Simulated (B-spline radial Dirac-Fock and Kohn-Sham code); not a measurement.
# Dipole and non-dipole photoemission parameters of Eu 4d3/2

System: the Eu atom, 1s2 2s2 2p6 3s2 3p6 3d10 4s2 4p6 4d10 4f7 5s2 5p6 6s2; threshold 133.0 eV (tabulated edge). Model: Dirac-Hartree-Slater photoionisation with a Latter tail; cross sections with all multipoles, angular parameters from the dipole term and its interference with E2. Program: a radial finite-basis atomic code.

Input file task.json (cfg lists n, l and occupation; rrms is the nuclear radius in fm):

```json
{"items": [{
  "Z": 63,
  "q": 0,
  "cfg": [[1, 0, 2], [2, 0, 2], [2, 1, 6], [3, 0, 2], [3, 1, 6], [3, 2, 10], [4, 0, 2], [4, 1, 6], [4, 2, 10], [4, 3, 7], [5, 0, 2], [5, 1, 6], [6, 0, 2]],
  "A": 153,
  "rrms": 5.1115,
  "do": "xps",
  "hv": [50.2, 51.2, 68.6, 80, 174.0, 191.0, 200, 202.0, 429.0, 464.0, 541.0, 677.0, 679.0, 811.0, 815.0, 1000, 2080.0, 2210.0, 2360.0, 2984.4, 3180.0, 5020.0, 6000, 6670.0, 8047.8, 8350.0, 9240.0, 9251.7, 12000.0, 15000],
  "edges": {"K": 48519.0, "L1": 8052.0, "L2": 7617.0, "L3": 6977.0, "M1": 1800.0, "M2": 1614.0, "M3": 1481.0, "M4": 1158.6, "M5": 1127.5, "N1": 360.0, "N2": 284.0, "N3": 257.0, "N4": 133.0, "N5": 127.7}
}]}
```

Launch: `python xray2_run.py task.json out`

For linearly polarised light dσ/dΩ = σ/(4π) [1 + β P₂(cos θ) + (δ + γ cos²θ) sin θ cos φ], with θ from the polarisation vector and φ the angle between the beam and the projection of the electron momentum on the plane normal to the polarisation.

```
hν (eV)  σ (kb)      β       γ      δ
    174     269  1.254  -0.024  0.000
    191     163  0.789  -0.211  0.045
    200     143  0.220  -0.325  0.085
    202     140  0.090  -0.346  0.093
    429       ?      ?       ?      ?
    464     293  0.576   0.126  0.019
    541     265  0.776   0.085  0.007
    677     211  0.994   0.016  0.001
    679     210  0.997   0.016  0.001
    811     166  1.122  -0.023  0.003
    815     164  1.125  -0.024  0.003
   1000     118  1.230  -0.039  0.008
   2080    24.5  1.366   0.206  0.038
   2210    21.0  1.365   0.245  0.041
   2360    17.8  1.361   0.290  0.045
 2984.4    9.55  1.334   0.470  0.059
   3180    8.02  1.323   0.523  0.064
   5020    2.11  1.209   0.939  0.106
   6000    1.21  1.151   1.113  0.130
   6670   0.866  1.115   1.218  0.146
 8047.8   0.467  1.045   1.403  0.179
   8350   0.413  1.031   1.439  0.186
   9240   0.293  0.992   1.536  0.208
 9251.7   0.292  0.991   1.537  0.208
  12000   0.118  0.887   1.772  0.274
  15000  0.0531  0.795   1.957  0.344
```

Question: Give the values at 429 eV.

Answer: σ = 302 kb, β = 0.452, γ = 0.138, δ = 0.029.

Values without a named source are computed, but for edge energies of neutral atoms, which are taken from tables.
